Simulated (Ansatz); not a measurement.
Geometry optimisation, RHF/def2-SVP in Ansatz.

Input:

```yaml
crystal:
  periodic: [false, false, false]
  atoms:
    - { symbol: B, position_ang: [0.087454, 0.365509, 0.018393] }
    - { symbol: Cl, position_ang: [0.022593, 0.637274, 1.820239] }
    - { symbol: Cl, position_ang: [1.550799, 0.669856, -0.877427] }
    - { symbol: F, position_ang: [-1.027358, 0.10762, -0.591641] }
    - { symbol: O, position_ang: [0.349195, -2.162429, 0.595362] }
    - { symbol: H, position_ang: [-0.40062, -2.698738, 0.381669] }
    - { symbol: H, position_ang: [0.238937, -1.913992, 1.525705] }
basis:
  gaussian: { orbitals: def2-SVP }
hamiltonian:
  xc: hf
relax:
  f_tol: 0.03
  max_steps: 50
```

Command:

```bash
$ ansatz run input.yaml --threads 1 --pin off --max-ram 2048MiB --backend cpu --events-out ev --progress --plain --runs-dir out
```

Task: Where does it end, and by what steps?

Result: The forces met the threshold. After 9 steps the energy has fallen by 0.116 eV; H7 moved furthest, 0.29 Å.

```csv
step,energy less start (eV),largest force component (eV/Å),accepted
0,0.0000,1.203,yes
1,-0.0298,1.928,yes
2,0.0702,2.963,no
3,-0.0731,1.239,yes
4,-0.1000,0.608,yes
5,-0.1090,0.493,yes
6,-0.1111,0.339,yes
7,-0.1054,0.655,no
8,-0.1156,0.099,yes
9,-0.1161,0.013,yes
```

```xyz
7
Properties=species:S:1:pos:R:3
B 0.069 0.299 0.093
Cl -0.023 0.872 1.764
Cl 1.543 0.507 -0.844
F -1.044 0.017 -0.531
O 0.315 -1.983 0.619
H -0.366 -2.513 0.229
H 0.327 -2.194 1.542
```

Whether the end is a true minimum wasn't checked by a vibrational analysis.

The run took 20 s on 1 thread of Arm Neoverse V1, with other jobs on the host, peak memory 0.16 GiB.
